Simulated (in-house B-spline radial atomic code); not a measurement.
A radial electron density 4πr²n(r) was computed for an atom or ion in its tabulated ground configuration with a B-spline radial code for spherical atoms; method: Dirac-Hartree-Fock, average of configuration. Columns: r (bohr), 4πr²n(r) (electrons per bohr), bar.

```
 0.00106    2.022 #
 0.00125     2.69 #
 0.00148     3.59 ##
 0.00175     4.76 ##
 0.00208    6.333 ###
 0.00246    8.304 ####
 0.00291    10.81 ######
 0.00345    14.01 #######
 0.00408     17.9 #########
 0.00483    22.63 ############
 0.00571    28.15 ###############
 0.00676    34.51 ##################
 0.00801    41.52 ######################
 0.00948    48.75 #########################
  0.0112    55.66 #############################
  0.0133    61.83 ################################
  0.0157    66.14 ###################################
  0.0186    68.23 ####################################
   0.022    67.74 ###################################
  0.0261    65.08 ##################################
  0.0309    61.59 ################################
  0.0365    59.26 ###############################
  0.0432    60.06 ###############################
  0.0512    65.13 ##################################
  0.0606    73.34 ######################################
  0.0717    81.24 ##########################################
  0.0849    84.23 ############################################
   0.101    78.84 #########################################
   0.119    67.03 ###################################
   0.141    53.83 ############################
   0.167    46.67 ########################
   0.197    47.83 #########################
   0.234    52.47 ###########################
   0.277     51.9 ###########################
   0.327    42.25 ######################
   0.387     26.8 ##############
   0.459    12.64 #######
   0.543    4.346 ##
   0.643     1.02 #
   0.761   0.1559 
     0.9  0.01456 
    1.07 0.000687
```

Q: Which atom or ion is it?
A. Te30+
B. Sb29+
C. Te28+
D. Te29+

A: D. The area under the curve, ∫4πr²n dr = ∫r·4πr²n d(ln r) on this logarithmic grid, is 23 electrons, which only this option has. The configuration is [Ar] 3d5.
